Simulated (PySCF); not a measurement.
# Polarisability and C₆ of Pb⁺ (lead, charge +1)

[Xe] 4f14 5d10 6s2 6p1, 2P determinant. Calculation: PySCF 2.14, in aug-cc-pwCVTZ-DK3 (11s10p8d5f1g, 125 functions); the spin-free X2C one-electron Hamiltonian (Gaussian nucleus). Coupled (time-dependent) response in atomic units; α is the mean over directions.

```json
{"method": "M06-L", "mean α (bohr³)": "28.79", "α xx, yy, zz": "24.73, 36.89, 24.73", "C₆ (like pair)": "252.4", "S(−4)": "286.1"}
```

S(−4) is the Cauchy moment in α(ω) = α(0) + S(−4) ω² + …

Spin-orbit coupling is absent.

α(iu) at M06-L:

```csv
u (hartree),α(iu) (bohr³)
0,28.79
0.0500,28.10
0.100,26.29
0.200,21.41
0.300,16.99
0.500,11.21
0.750,7.550
1.00,5.601
1.50,3.595
2.00,2.559
3.00,1.502
5.00,0.6938
```

A single London oscillator, α(iu) = α/(1 + u²/ω²), gives C₆ = (3/4) ω α². Matching the computed C₆ needs ω = 4 × 252.4 / (3 × 28.79²) = 0.406 hartree.

For an ion, C₆ is the dispersion term alone; charge-induced terms of lower order in 1/R come first.

The components differ because the open shell of this determinant is not spherical; for a pure term their mean is the scalar polarisability.

Spin-orbit coupling, absent here, splits the open shell strongly.
